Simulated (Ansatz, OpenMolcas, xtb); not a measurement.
## Ligand exchange: HCl + GeH3(SH) → H2S + GeH3Cl

Species: HCl (hydrogen chloride), singlet; GeH3(SH), singlet; H2S (hydrogen sulfide) `S`, singlet; GeH3Cl (chlorogermane) `[Cl][GeH3]`, singlet. The partners trade Cl for SH: H–Cl and Ge–SH bonds give way to H–SH and Ge–Cl.

Shapes, held fixed at every level: PBE0-D4/def2-TZVP. Programs: Ansatz 0.2.0, OpenMolcas 26.06, xtb 6.7.1, xtb 6.7.1 later snapshot. A level may come from different programs for different species; with the same settings they agree closely. The zero-point and thermal change to 298 K, harmonic and unscaled (PBE0-D4/def2-TZVP), is +0.5 kJ/mol.

**Question.** Estimate ΔH(298 K) of this reaction.

**Answer.** The highest level, CCSD(T)/def2-TZVPP, gives ΔH(298 K) = -25.7 kJ/mol; the levels span -39.4 to +37.7. They disagree on the sign: 1 of 8 are positive. GFN0-xTB strays far from the other rows. The column of differences is taken from that level and isn't an error. No measured value is set beside it here. Relativity is left out for Ge. Outer-core shells of Ge are correlated in most correlated rows, in sets that cover them unevenly.

| level | kind | ΔH(298 K) (kJ/mol) | less CCSD(T)/def2-TZVPP |
| --- | --- | --- | --- |
| GFN0-xTB | semi-empirical | +37.7 | +63.4 |
| HF/def2-SVP | Hartree–Fock | -39.4 | -13.7 |
| HF/def2-TZVPP | Hartree–Fock | -38.8 | -13.1 |
| SPW92/def2-TZVPP | LDA | -21.1 | +4.6 |
| r2SCAN-D4/def2-TZVPP | meta-GGA | -26.6 | -0.9 |
| PBE0/def2-SVP | global hybrid | -27.8 | -2.1 |
| CCSD(T)/def2-SVP | coupled cluster or CI | -28.0 | -2.3 |
| CCSD(T)/def2-TZVPP | coupled cluster or CI | -25.7 | 0.0 |
